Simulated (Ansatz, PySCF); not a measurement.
This PySCF input computes a CCSD(T)/cc-pVDZ energy:

```python
from pyscf import gto, scf, mp, cc as ccmod

mol = gto.M(
    atom='''
    B    -0.00743775   -0.15429228    0.05506089
    C     1.50809995   -0.40890066    0.02162352
    O    -0.46417787    1.20966664   -0.38917484
    O    -1.09062394   -0.83256379    0.38257350
    H     1.75418833   -1.41596684    0.35703570
    H     2.04527009    0.29537707    0.66487847
    H     1.91070173   -0.28840568   -0.98918238
    H    -1.41124497    1.44139236   -0.39390998
    H    -1.00217824   -1.74131625    0.69611216
    H     0.13026661    1.91696192   -0.68716883
    ''',
    basis='cc-pvdz',
    charge=1,
    spin=0,
    verbose=4,
)

mf = scf.RHF(mol)
mf.conv_tol = 1e-10
mf.max_cycle = 100
mf.kernel()
mp2 = mp.MP2(mf, frozen=4).run()
cc = ccmod.CCSD(mf, frozen=4)
cc.max_cycle = 100
cc.kernel()
et = cc.ccsd_t()
print(f'E(CCSD(T)) = {cc.e_tot + et:.9f}')
```

**Question.** Write an input for the same energy in Ansatz (a quantum-chemistry and plane-wave program) and say what it gives.

**Answer.** 
Ansatz 0.2 input:
```yaml
crystal:
  periodic: [false, false, false]
  atoms:
    - {symbol: B, position_ang: [-0.00743775, -0.15429228, 0.05506089]}
    - {symbol: C, position_ang: [1.50809995, -0.40890066, 0.02162352]}
    - {symbol: O, position_ang: [-0.46417787, 1.20966664, -0.38917484]}
    - {symbol: O, position_ang: [-1.09062394, -0.83256379, 0.38257350]}
    - {symbol: H, position_ang: [1.75418833, -1.41596684, 0.35703570]}
    - {symbol: H, position_ang: [2.04527009, 0.29537707, 0.66487847]}
    - {symbol: H, position_ang: [1.91070173, -0.28840568, -0.98918238]}
    - {symbol: H, position_ang: [-1.41124497, 1.44139236, -0.39390998]}
    - {symbol: H, position_ang: [-1.00217824, -1.74131625, 0.69611216]}
    - {symbol: H, position_ang: [0.13026661, 1.91696192, -0.68716883]}
basis:
  gaussian:
    orbitals: cc-pVDZ
total_charge: 1
magnetization: {spin_polarized: false}
correlation: {method: ccsd_t, electrons: outside_noble_gas}
```
It gives -216.28526 Eh, and PySCF -216.28526 Eh, a difference of 0.00 mEh.

It need not be the lowest isomer of its formula.
